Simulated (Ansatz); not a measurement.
## InH3 (SMILES [H][In]([H])[H]): the energy, rung by rung

The species is InH3 (4 atoms), meant as a singlet with charge 0. As SMILES, `[H][In]([H])[H]`. Geometry: a GFN2-xTB relaxation, a rough one for these elements and not checked as a minimum.

```xyz
4

In    0.0006   -0.0007   -0.0005
H     1.7189   -0.0278    0.0135
H    -0.8345    1.5014   -0.0178
H    -0.8851   -1.4729    0.0048
```

Quantity: the energy change with the In1–H2 bond stretched from 1.719 to 2.148 Å, in eV. The values are calculated.

```
                        level                    kind  program  value (eV)  less FCI/STO-3G
   revPBE/STO-3G (restricted)                     GGA   Ansatz        1.22            +0.09
   r2SCAN/STO-3G (restricted)                meta-GGA   Ansatz        1.32            +0.19
    BHLYP/STO-3G (restricted)           global hybrid   Ansatz        1.41            +0.28
     PBE0/STO-3G (restricted)           global hybrid   Ansatz        1.33            +0.20
CAM-B3LYP/STO-3G (restricted)  range-separated hybrid   Ansatz        1.42            +0.29
    HSE06/STO-3G (restricted)  range-separated hybrid   Ansatz        1.33            +0.20
  RPA@PBE/STO-3G (restricted)                     RPA   Ansatz        1.11            -0.02
      MP2/STO-3G (restricted)     perturbation theory   Ansatz        1.31            +0.18
   CCSDTQ/STO-3G (restricted)   coupled cluster or CI   Ansatz        1.13             0.00
                   FCI/STO-3G      exact in the basis   Ansatz        1.13             0.00
```

FCI/STO-3G is exact within its basis and frozen core, so for wave-function methods in that basis the difference is their error; functionals converge differently with the basis, so for them it is only a difference. All-electron rows without a relativistic Hamiltonian named are non-relativistic. The first shape isn't each level's own minimum. The values span 1.11 to 1.42 eV. All rows use very small basis sets, so even the best lies far from the true value. In the correlated wave-function rows the outer d shell of In is correlated, in sets not made for it.
